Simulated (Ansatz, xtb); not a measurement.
# Relative energy of two isomers of C5H6BCl2F

Structure X: `C=C[C@@]1(B(Cl)Cl)C[C@@H]1F`, a singlet. Structure Y: `C/C=C(F)/C=C\B(Cl)Cl`, a singlet. Both are isolated molecules in the gas phase, relaxed with PBE-D3(BJ)/def2-SVP; the shapes shown needn't be the lowest conformers.

X (Å):

```xyz
15

C     2.7497   -0.5556    0.7421
C     1.7949    0.2105    0.1841
C     0.3288    0.1491    0.4692
C    -0.1751   -0.6810    1.6640
C    -0.1012    0.7851    1.8213
B    -0.6551    0.4080   -0.7158
Cl   -2.3490   -0.0752   -0.6584
Cl   -0.0975    1.2216   -2.1805
F    -1.2495    1.5182    1.8930
H     2.5228   -1.3505    1.4709
H     3.8084   -0.4194    0.4749
H     2.0887    0.9740   -0.5562
H    -1.1813   -1.1117    1.5493
H     0.5500   -1.3095    2.2020
H     0.7185    1.2452    2.4008
```

Y (Å):

```xyz
15

C     1.8393    0.0097    2.1838
C     0.9160   -0.5377    1.1459
C    -0.3117   -0.0476    0.8538
C    -1.2430   -0.5428   -0.1420
C    -2.4597    0.0173   -0.3652
B    -3.0477    1.2496    0.3839
Cl   -2.8639    2.8773   -0.2755
Cl   -4.0993    1.0344    1.7861
F    -0.7778    1.0355    1.5448
H     1.3970    0.8806    2.7020
H     2.0882   -0.7607    2.9453
H     2.8060    0.3247    1.7344
H     1.2362   -1.4112    0.5559
H    -0.9005   -1.4177   -0.7181
H    -3.0935   -0.4388   -1.1477
```

Quicker runs give these differences E(Y) − E(X): GFN2-xTB −17.4 kJ/mol; HF/STO-3G −36.6 kJ/mol (at GFN2-xTB geometries); r2SCAN-D4/def2-SVP −62.1 kJ/mol (at GFN2-xTB geometries).

**Question.** Estimate E(Y) − E(X) at the level CCSD(T)/def2-SVP + ΔMP2/def2-TZVPP.

**Answer.** Calculated at CCSD(T)/def2-SVP + ΔMP2/def2-TZVPP: E(Y) − E(X) = −53.7 kJ/mol, so structure Y lies lower.

How the difference moves with the method:

```
                             level             geometry  E(Y) − E(X) (kJ/mol)  departure from the last row (kJ/mol)  job, with rough time for the two
                          GFN2-xTB             GFN2-xTB                   −17.4                                 +36.3              optimisation, 0.53 s
                         HF/STO-3G             GFN2-xTB                   −36.6                                 +17.1               single point, 0.5 s
                r2SCAN-D4/def2-SVP             GFN2-xTB                   −62.1                                  −8.3               single point, 3.3 s
               PBE-D3(BJ)/def2-SVP  PBE-D3(BJ)/def2-SVP                   −57.4                                  −3.7                optimisation, 51 s
                       HF/def2-SVP  PBE-D3(BJ)/def2-SVP                   −66.9                                 −13.2           part of the CCSD(T) run
                      MP2/def2-SVP  PBE-D3(BJ)/def2-SVP                   −43.4                                 +10.3           part of the CCSD(T) run
                  CCSD(T)/def2-SVP  PBE-D3(BJ)/def2-SVP                   −54.0                                  −0.2                      single point
CCSD(T)/def2-SVP + ΔMP2/def2-TZVPP  PBE-D3(BJ)/def2-SVP                   −53.7                                                      single point, 98 s
```

As drawn, Y has 1 C=C in place of 2 C–C. Structure X has a 3-membered ring, Y no ring.

None of the levels shown reverses the order. The largest departure from CCSD(T)/def2-SVP + ΔMP2/def2-TZVPP is that of GFN2-xTB, 36.3 kJ/mol. The last row adds to CCSD(T) the change of the MP2 difference between the two basis sets, here +0.2 kJ/mol.

With thermal terms from frequencies at re-optimised GFN2-xTB minima (ideal gas, soft modes damped towards free rotors, one conformer each, 298.15 K, 1 atm): on the last row, ΔE + ΔZPE = −56.3, ΔH = −54.4, ΔG = −59.9 kJ/mol.

The correlated steps freeze 17 core orbitals. Mirror images aren't counted in ΔG. Codes used: Ansatz 0.2.0, xtb 6.7.1; the last row on 4 threads of Intel(R) Xeon(R) Platinum 8488C (Sapphire Rapids) on a shared host.
